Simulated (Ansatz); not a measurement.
The cluster Sn2H, relaxed as a doublet with UKS r2SCAN-D4/def2-TZVP in Ansatz, starting from the GFN2-xTB geometry. Force threshold 0.02 eV/Å.

In the def2 sets Sn takes a core potential; there is no spin–orbit coupling. Another isomer (doublet) lies 0.58 eV lower at PBE0-D4/def2-TZVP; other spin states weren't run for this one.

Start:

```xyz
3

Sn    0.0524    0.0684   -0.2175
Sn   -0.4982   -0.6362    2.1326
H     0.4459    0.5678   -1.9150
```

Q: Estimate the energy that the relaxation releases and the steps that it takes.

A: 1.9 kcal/mol, in 4 steps; 1.7 min on 4 threads of Arm Neoverse V1 on a shared host. No frequencies were taken in this run, so the end may be a saddle point.

Q: Does the start keep its bonding and symmetry?

A: By distances, no bond broke or formed. The bond that changes most is Sn1–H3, from 1.81 to 1.72 Å (atoms count from 1). Point group C∞v at the start, C∞v at the end, both within 0.05 Å.

Q: Predict the relaxed structure.

A: 
```xyz
3

Sn    0.064    0.082   -0.270
Sn   -0.501   -0.640    2.147
H     0.438    0.558   -1.877
```
Bond lengths (bridged metal pairs left out): 1 × Sn–Sn 2.58 Å; 1 × H–Sn 1.72 Å.
